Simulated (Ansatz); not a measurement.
Z-matrix (Å, degrees):
```
N
C 1 1.3695
C 2 1.3388 1 127.01
H 3 1.0805 2 120.41 1 175.22
H 3 1.0830 4 118.03 2 176.73
H 2 1.0896 3 118.74 4 0.02
Si 1 1.5878 2 138.15 6 -129.79
H 7 1.4688 1 118.49 2 -175.96
H 7 1.4824 8 114.61 1 179.66
```
Charge 0, multiplicity 1.

Computed with Ansatz (a program for electronic structure) with frozen-core CCSD(T)/cc-pVTZ // B3LYP-D3(BJ)/def2-TZVP. The restricted HF reference is unstable towards unrestricted orbitals.

```yaml
HF energy: -422.01507 Ha
MP2 correlation energy: -0.64915 Ha
```

Q: Estimate the CCSD correlation energy, the (T) correction, the total energy and the T1 diagnostic.

A: 
```yaml
CCSD correlation energy: -0.67905 Ha
"(T) correction": -0.03328 Ha
CCSD(T) total energy: -422.72740 Ha
T1 diagnostic: 0.017
```
